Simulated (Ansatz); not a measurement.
Geometry optimisation, RKS BHLYP/def2-SVP (Ansatz).

input.yaml

```yaml
crystal:
  periodic: [false, false, false]
  atoms:
    - { symbol: Ge, position_ang: [0.0, 0.0, 0.0] }
    - { symbol: Ge, position_ang: [0.0, 0.0, 2.75] }
    - { symbol: H, position_ang: [-1.3958, -0.4318, 3.2674] }
    - { symbol: H, position_ang: [1.0719, -0.9929, 3.2674] }
    - { symbol: H, position_ang: [0.324, 1.4247, 3.2674] }
    - { symbol: H, position_ang: [1.4616, 0.0, -0.5162] }
    - { symbol: H, position_ang: [-0.73, 1.2648, -0.5162] }
    - { symbol: H, position_ang: [-0.73, -1.2648, -0.5162] }
    - { symbol: S, position_ang: [-2.4199, 0.0, 0.8041] }
    - { symbol: H, position_ang: [-3.1755, -0.8728, 0.0121] }
    - { symbol: H, position_ang: [-1.5382, 0.0, 2.09] }
basis:
  gaussian: { orbitals: def2-SVP }
hamiltonian:
  xc: { name: BHLYP }
relax:
  f_tol: 0.15
  max_steps: 25
  restrain:
    - { distance: [0, 8], at: 2.25, k: 30.0 }
    - { distance: [10, 1], at: 1.55, k: 30.0 }
    - { distance: [0, 1], at: 3.6, k: 30.0 }
    - { distance: [10, 8], at: 2.6, k: 30.0 }
output:
  orbitals: {}
```

Launched with:

```bash
$ ansatz run input.yaml --threads 4 --pin off --max-ram 5120MiB --backend cpu --events-out ev --progress --plain --runs-dir out
```

Task: Where does it end, and by what steps?

Result: The run converged. The restraints hold the end off the free minimum; the threshold counts their pulls, which the force column leaves out. Restrained pairs: Ge1–S9 (2.55 → 2.24 Å), Ge2–H11 (1.67 → 1.54 Å), Ge1–Ge2 (2.75 → 3.62 Å), S9–H11 (1.56 → 2.61 Å). After 12 steps the energy has fallen by 4.711 eV (the restraints' own energy left out); H6 moved furthest, 1.46 Å.

```csv
step,energy less start (eV),largest force component (eV/Å),accepted
0,0.0000,3.925,yes
1,0.8250,2.810,yes
2,1.5345,1.914,yes
3,0.7989,1.984,yes
4,-0.3566,1.799,yes
5,-1.4920,2.653,yes
6,-2.5582,3.051,yes
7,-3.5095,2.295,yes
8,-4.0031,1.151,yes
9,-4.3240,1.051,yes
10,-4.5366,1.031,yes
11,-4.6582,0.912,yes
12,-4.7114,0.597,yes
```

```xyz
11
Properties=species:S:1:pos:R:3
Ge -0.469 0.147 -0.468
Ge -0.248 -0.182 3.129
H -0.869 -0.292 4.536
H 1.073 -0.962 3.132
H 0.030 1.293 2.824
H 0.582 0.185 0.638
H -0.203 1.303 -1.436
H -0.393 -1.190 -1.209
S -2.587 0.442 0.211
H -2.809 -0.860 0.451
H -1.239 -0.756 2.101
```

Time of the run: 38 s on 4 threads of Arm Neoverse V1, with other jobs on the host, peak memory 0.34 GiB.
